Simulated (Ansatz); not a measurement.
Cost and result for the atomization energy of Cl₂HSSi (`S[Si](Cl)Cl`) radical (5 atoms, 4 bonds).

Cartesian coordinates in Å:
```
S 0.951 0.476 -1.155
Si -0.287 -0.603 0.198
Cl -2.094 -0.795 -0.747
Cl -0.539 0.392 1.981
H 1.969 0.531 -0.277
```

Charge 0, multiplicity 2. Geometry: relaxed with PBE0-D4/def2-TZVP. It is one conformer, not always the lowest. Program: Ansatz. All runs use 4 threads of an Arm Neoverse V1 on a shared host. Times are those of one run each, without the atoms' runs, and a repeat can differ threefold. Electronic energies, without spin–orbit coupling; frozen cores. CCSD(T)/CBS adds CCSD(T) − MP2 in def2-TZVPP to the MP2 limit, and its time is that of the two runs behind it. T1 = 0.013; ⟨S²⟩ of the reference is 0.76. B3LYP takes the VWN-RPA correlation (the form of Gaussian; ORCA's B3LYP/G).

CCSD(T)/CBS is a level of theory with its own doubt, some kJ/mol a heavy atom from the limit and from the frozen cores, so smaller differences don't rank the functionals.

| level | functions | wall time | atomization (kcal/mol) | difference from CCSD(T)/CBS | per bond |
| --- | --- | --- | --- | --- | --- |
| LDA (SPW92)/def2-TZVPP | 182 | 1.2 s | 403.5 | 58.7 | 14.7 |
| BLYP-D4/def2-TZVPP | 182 | 2.3 s | 340.5 | -4.3 | -1.1 |
| PBE-D4/def2-TZVPP (with forces) | 182 | 2.5 s | 356.1 | 11.3 | 2.8 |
| CCSD(T)/def2-SVP | 77 | 2.6 s | 302.9 | -41.9 | -10.5 |
| PBE0-D4/def2-TZVPP | 182 | 3.7 s | 349.3 | 4.5 | 1.1 |
| BHLYP-D4/def2-TZVPP | 182 | 3.8 s | 331.0 | -13.8 | -3.4 |
| B3LYP-D4/def2-TZVPP (with forces) | 182 | 4.2 s | 340.6 | -4.2 | -1.0 |
| PBE-QIDH/def2-TZVPP | 182 | 4.3 s | 345.6 | 0.8 | 0.2 |
| ωB97X-V/def2-TZVPP | 182 | 9 s | 348.7 | 3.9 | 1.0 |
| MP2/def2-QZVPP | 310 | 12 s | 352.7 | 7.9 | 2.0 |
| ωB97M-V/def2-TZVPP (with forces) | 182 | 13 s | 348.7 | 3.9 | 1.0 |
| CCSD(T)/def2-TZVPP | 182 | 98 s | 329.3 | -15.5 | -3.9 |
| CCSD(T)/CBS(def2) | – | 110 s | 344.8 | 0.0 | 0.0 |

The D4 term adds +7.8 kcal/mol with B3LYP and +4.0 kcal/mol with PBE0; it sums over pairs of atoms, weighted by their polarisabilities, and B3LYP, whose exchange is more repulsive, gets the larger term. From BLYP to BHLYP (50 % exact exchange), in def2-TZVPP and without D4, the atomization energy moves by −6.3 kcal/mol: exact exchange takes away binding that semilocal exchange gives to molecules. Leaving LDA and LC-ωPBE aside and taking each functional with its dispersion term where it has one, the values spread over 25.1 kcal/mol, from BHLYP-D4 to PBE-D4. LDA lies +52.1 kcal/mol from PBE without D4, its usual overbinding.
